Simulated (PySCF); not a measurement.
Where the electron goes

C₄H₆F₃P.
Structure used (PBE0-D3(BJ)/def2-SVP), in Å, numbered top down from 1:
```
atom  x, y, z in Å
C1    -1.4287   -0.9373    0.9731
C2    -0.9053    0.3121    0.2657
C3    -0.4699    0.0131   -1.1304
P4     1.0075    0.0390   -1.9113
C5     2.1540    0.6004   -0.5010
F6     3.4118    0.6284   -0.9487
F7     1.8661    1.8270   -0.0471
F8     2.1276   -0.2270    0.5526
H9    -0.6258   -1.6819    1.0781
H10   -2.2548   -1.4049    0.4152
H11   -1.7976   -0.6871    1.9788
H12   -1.7118    1.0654    0.2095
H13   -0.0959    0.7638    0.8524
H14   -1.2819   -0.3260   -1.7922
```

The calculation used TDDFT B3LYP/def2-SVPD, vertical, gas phase, core orbitals frozen in the response in PySCF 2.14.0, density-fitted response routines.

Frontier orbitals with the atoms that hold most of them (Löwdin shares over 4%, at most four atoms; ? is withheld):

```json
{"orbital": "HOMO-3", "ε (eV)": "-10.30", "atoms": "C1 24%, C2 12%, H10 11%, C3 10%"}
{"orbital": "HOMO-2", "ε (eV)": "-9.55", "atoms": "C2 20%, C3 14%, H13 10%, C1 10%"}
{"orbital": "HOMO-1", "ε (eV)": "-8.13", "atoms": "?"}
{"orbital": "HOMO", "ε (eV)": "?", "atoms": "P4 39%, C3 36%, C2 6%"}
{"orbital": "LUMO", "ε (eV)": "-2.28", "atoms": "?"}
{"orbital": "LUMO+1", "ε (eV)": "0.26", "atoms": "P4 40%, C5 15%, C3 9%, C2 5%"}
{"orbital": "LUMO+2", "ε (eV)": "0.32", "atoms": "P4 18%, C3 16%, C1 14%, H14 14%"}
```

**Question.** Give the leading atoms of the HOMO-1.

**Answer.** P4 (bonded to 2 C) 57%; C5 (bonded to 3 F and P) 11%; C3 (bonded to C, P and H) 10%; F8 (bonded to C) 5%. By element: phosphorus 57%, carbon 22% or more, fluorine 5% or more.

**Question.** Give the leading atoms of the LUMO.

**Answer.** P4 (bonded to 2 C) 41%; C3 (bonded to C, P and H) 35%; C5 (bonded to 3 F and P) 6%; C2 (bonded to 2 C and 2 H) 5%. By element: carbon 45% or more, phosphorus 41%.

**Question.** What is the HOMO energy, and the HOMO–LUMO gap?

**Answer.** ε(HOMO) = -7.60 eV; the gap is 5.31 eV (0.1953 hartree).

**Question.** How does S1 compare with the orbital gap of 5.31 eV?

**Answer.** S1 is at 4.77 eV (f = 0.0049), 0.55 eV below the gap, made of HOMO-1→LUMO (99%). Its leading pair isn't HOMO and LUMO; the energies of that pair differ by 5.85 eV. Without the coupling terms of the response equations the lowest excitation would equal the gap.

**Question.** Give energy, strength and leading configuration of S1, S2, S3 and S4, and follow the Löwdin shares of the leading atoms from the occupied to the empty orbital.

**Answer.** 
- S1 (4.77 eV, f 0.0049), HOMO-1→LUMO (99%): P4 57% → 41%, C5 11% → 6%, C3 10% → 35%
- S2 (5.40 eV, f 0.287), HOMO→LUMO (94%): P4 39% → 41%, C3 36% → 35%
- S3 (6.04 eV, f 0.0010), HOMO-2→LUMO (94%): C2 20% → 5%, C3 14% → 35%, P4 at most 11% → 41%
- S4 (6.62 eV, f 0.0008), HOMO→LUMO+1 (79%): P4 39% → 40%, C3 36% → 9%, C5 at most 4% → 15%

One conformer stands for the species.
